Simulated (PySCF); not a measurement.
## Adding and removing an electron: CsSb

r²SCAN; basis Cs def2-SVPD with ECP46, Sb def2-SVPD with ECP28; scalar-relativistic core potentials; PySCF 2.14. Neutral (UKS): triplet (π ↑↑), Re = 3.691 Å, ωe = 90.0 cm⁻¹, De = 1.19 eV, HOMO -2.73 eV, LUMO -1.68 eV.

CsSb⁺ (UKS): quartet (σ ↑, π ↑↑), Re = 4.255 Å, ωe = 34.4 cm⁻¹, De = 0.13 eV to Cs⁺ + Sb. The energies at the minima are -260.49769 hartree for CsSb and -260.31968 for CsSb⁺.

Work out the adiabatic ionisation energy, without and with harmonic zero-point energies (1 hartree = 27.2114 eV, 1 eV = 8065.5 cm⁻¹), and the change of the bond length.

At r²SCAN: 0.17801 hartree = 4.844 eV between the minima; the zero-point term (34.4 − 90.0)/2 cm⁻¹ = -0.003 eV makes it 4.840 eV. Re changes by +56.4 pm against the neutral. The electron leaves a σ orbital, and the ion is left as a loose complex of an ion and an atom.

Weak bonds: CsSb⁺. Basis-set superposition, not corrected here, can be much of De in a small basis, most of all at correlated wavefunction levels. These are scalar-relativistic numbers at best; spin–orbit coupling would shift them, the dissociation energy most. For an ion De counts to the pair picked by the measured ionisation energies or electron affinities, which need not be the lowest pair at this level. States were picked by a PBE0 search and need not be the measured ground states.
